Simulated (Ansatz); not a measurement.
Gas-phase electronic energies from Ansatz, PBE0-D4/def2-TZVP geometries. CBS: MP2 limit from def2 TZ/QZ plus the TZ coupled-cluster correction, frozen cores. This one scheme is used for every species. Functionals use def2-TZVPP. For Ga outer-core shells are correlated without core-valence functions, which leaves a few kJ/mol of doubt a bond. Scalar relativity is left out up to krypton. One conformer a species, not always the lowest.

Consider the substitution at a C–B bond: `CB(O)F` + `[SH][GaH2]` → `C[S][GaH2]` + `OBF`.

```csv
species,revPBE-D4 energy (Eh)
`CB(O)F`,-240.59538
`[SH][GaH2]`,-2324.67854
`C[S][GaH2]`,-2363.99631
`OBF`,-201.25329
```

(1) Work out ΔE.

Largest T1 diagnostic among the species: 0.013.

Answers

(1) ΔE = (-2363.99631) + (-201.25329) − (-240.59538) − (-2324.67854) = 0.02432 Eh = +15.3 kcal/mol. CCSD(T)/CBS gives +16.3 kcal/mol.

Leaving LDA and LC-ωPBE aside and taking each functional with its dispersion term where it has one, the values, not all of them listed here, spread over 3.8 kcal/mol, from BLYP-D4 to B97M-V. LDA lies +1.3 kcal/mol from PBE without D4. From PBE to PBE0 (25 % exact exchange), in def2-TZVPP and without D4, ΔE moves by +0.9 kcal/mol. At CCSD(T), def2-SVP lies +2.1 kcal/mol from the extrapolated value and def2-TZVPP +0.8 kcal/mol.
